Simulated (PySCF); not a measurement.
AlBrH₂O, SMILES [OH][AlH][Br]. Coordinates come from a r2SCAN-D4/def2-TZVP optimisation. The values are those of a single conformer.

TDDFT-CAM-B3LYP/def2-SVPD run with PySCF puts the lowest singlet excitations at 6.50, 6.89, 7.03, 7.06, 7.20, 7.94 eV.

Question: What are the lowest excitation roots from PySCF with ADC(2)/aug-cc-pVDZ? (Estimate from the structure and the level; the computed values follow.)

Answer: 6.83, 7.09, 7.11, 7.28, 7.41, 7.70 eV. S1 differs by 0.34 eV (second minus first; roots are paired by order, and the bases may differ).
